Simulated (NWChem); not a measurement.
System: CH₄AlClOS; SMILES C[S][Al]([OH])[Cl]

The following NWChem deck was run.

```
start job
memory heap 200 mb stack 900 mb global 1100 mb
geometry units angstroms noautoz
  Al     0.365547     0.327949    -0.000236
  Cl    -0.346204     2.300829     0.001640
  O      2.024241    -0.024398    -0.002368
  H      2.746267     0.605556     0.000635
  S     -1.016693    -1.327959    -0.000527
  C      0.150441    -2.743943    -0.000924
  H      1.197172    -2.413562    -0.004635
  H     -0.042643    -3.352532    -0.894289
  H     -0.037342    -3.349137     0.895851
end
basis spherical
  * library pcseg-1
end
dft
  xc hfexch
  iterations 150
  mulliken
end
task dft energy
```

Parts of the log:

```
             Northwest Computational Chemistry Package (NWChem) 7.3.0
             --------------------------------------------------------

 C1  symmetry detected

                             Geometry "geometry" -> ""
                             -------------------------

 Output coordinates in angstroms (scale by  1.889725989 to convert to a.u.)

  No.       Tag          Charge          X              Y              Z
 ---- ---------------- ---------- -------------- -------------- --------------
    1 Al                  13.0000     0.29191092     0.38959882    -0.00004076
    2 Cl                  17.0000    -0.51192979     2.32678456     0.00017616
    3 O                    8.0000     1.96535453     0.11572874    -0.00068601
    4 H                    1.0000     2.65692090     0.77897699     0.00252509
    5 S                   16.0000    -1.01084040    -1.32954561    -0.00047794
    6 C                    6.0000     0.22165999    -2.68901378     0.00082594
    7 H                    1.0000     1.25167967    -2.30972351    -0.00225666
    8 H                    1.0000     0.05815796    -3.30648536    -0.89234760
    9 H                    1.0000     0.06185614    -3.30190775     0.89779380

 Effective nuclear repulsion energy (a.u.)     327.5328045605

  xc_inp: hfexch multiplicative factor not found.

                                 NWChem DFT Module
                                 -----------------

 Summary of "ao basis" -> "ao basis" (spherical)
 ------------------------------------------------------------------------------
       Tag                 Description            Shells   Functions and Types
 ---------------- ------------------------------  ------  ---------------------
 Al                         pcseg-1                  8       18   4s3p1d
 Cl                         pcseg-1                  8       18   4s3p1d
 O                          pcseg-1                  6       14   3s2p1d
 H                          pcseg-1                  3        5   2s1p
 S                          pcseg-1                  8       18   4s3p1d
 C                          pcseg-1                  6       14   3s2p1d

            General Information
            -------------------
          SCF calculation type: DFT
          Wavefunction type:  closed shell.
          No. of atoms     :     9
          No. of electrons :    64
           Alpha electrons :    32
            Beta electrons :    32
          Charge           :     0
          Spin multiplicity:     1
          Use of symmetry is: off; symmetry adaption is: off
          Maximum number of iterations: 150
          AO basis - number of functions:   102
                     number of shells:    48
          Convergence on energy requested:  1.00D-06
          Convergence on density requested:  1.00D-05
          Convergence on gradient requested:  5.00D-04

              XC Information
              --------------
                     Hartree-Fock (Exact) Exchange  1.000

      Superposition of Atomic Density Guess
      -------------------------------------

 Sum of atomic energies:       -1213.11299051

      Non-variational initial energy
      ------------------------------

 Total energy =   -1214.663422
 1-e energy   =   -2328.587437
 2-e energy   =     786.391211
 HOMO         =      -0.313555
 LUMO         =      -0.033073

     ---------------------------------------------
      Total Density - Mulliken Population Analysis
     ---------------------------------------------

    Atom       Charge   Shell Charges
 -----------   ------   -------------------------------------------------------
    1 Al  13    11.62   2.00  2.00  0.63  0.09  5.99  0.73  0.03  0.16
    2 Cl  17    17.49   2.00  2.00  1.22  0.71  5.99  3.97  1.58  0.01
    3 O    8     8.98   2.00  0.93  0.84  3.25  1.97  0.00
    4 H    1     0.61   0.53  0.03  0.05
    5 S   16    16.40   2.00  2.00  1.18  0.67  5.99  3.32  1.19  0.04
    6 C    6     6.43   2.00  0.76  0.51  1.96  1.17  0.02
    7 H    1     0.82   0.69  0.11  0.02
    8 H    1     0.83   0.70  0.11  0.02
    9 H    1     0.83   0.70  0.11  0.02

   convergence    iter        energy       DeltaE   RMS-Dens  Diis-err
 ---------------- ----- ----------------- --------- --------- ---------
 d= 0,ls=0.0,diis     1  -1213.9853251421 -1.54D+03  7.17D-03  6.44D-01
 d= 0,ls=0.0,diis     2  -1214.0470570540 -6.17D-02  2.32D-03  2.20D-01
 d= 0,ls=0.0,diis     3  -1214.0683430742 -2.13D-02  8.37D-04  5.69D-03
 d= 0,ls=0.0,diis     4  -1214.0693815792 -1.04D-03  2.44D-04  3.34D-04
 d= 0,ls=0.0,diis     5  -1214.0694561115 -7.45D-05  8.03D-05  1.92D-05
  Resetting Diis
 d= 0,ls=0.0,diis     6  -1214.0694628543 -6.74D-06  2.85D-05  1.51D-06
 d= 0,ls=0.0,diis     7  -1214.0694635442 -6.90D-07  5.38D-06  1.68D-07

         Total DFT energy =    -1214.069463544171
      One electron energy =    -2332.714552763573
           Coulomb energy =      876.810614202364
    Exchange-Corr. energy =      -85.698329543512
 Nuclear repulsion energy =      327.532804560549

 Numeric. integr. density =        0.000000000000

                       DFT Final Molecular Orbital Analysis
                       ------------------------------------

 Vector   30  Occ=2.000000D+00  E=-4.702890D-01
              MO Center= -4.3D-01,  1.6D+00,  1.3D-04, r^2= 3.8D+00
   Bfn.  Coefficient  Atom+Function         Bfn.  Coefficient  Atom+Function
  ----- ------------  ---------------      ----- ------------  ---------------
    26      0.631697  2 Cl px                29      0.323454  2 Cl px
    27      0.268991  2 Cl py                23     -0.240093  2 Cl px
    63     -0.159743  5 S  px                64      0.155569  5 S  py
    30      0.140737  2 Cl py                59      0.118470  5 S  s
    78     -0.115157  6 C  py                24     -0.102303  2 Cl py

[...]
```

Level: Hartree-Fock/pcseg-1. Structure relaxed at the PBE0/def2-SVP level.
